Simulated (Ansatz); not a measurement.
Basis-set extrapolation for C3H8SSi, SMILES `C=C[SiH](C)S` (PBE0-D4/def2-TZVP geometry, frozen core, the Gaussian-basis code of Ansatz). Multiplicity 1, RHF reference.

```tsv
	def2-TZVPP	def2-QZVPP
HF	-804.822041	-804.847708
MP2 correlation	-0.803125	-0.860163
CCSD(T) correlation	-0.903179	not run
```

Energies in hartree. Use E(X) = E(∞) + A·exp(−7.88·√X) for Hartree–Fock and E(X) = E(∞) + B·X^(−2.97) for correlation, with X = 3 and 4, and add CCSD(T) minus MP2 of the smaller set to the MP2 limit.

Q: What is the CCSD(T) energy at the basis-set limit?

A: HF limit: -804.847708 + (-0.025667) × 0.13774 = -804.85124. MP2 limit: -0.860163 + (-0.057038) × 0.74074 = -0.90241. Higher-order term: -0.903179 − (-0.803125) = -0.10005. Total: -805.85370 hartree, 337.3 kJ/mol below CCSD(T)/def2-TZVPP.
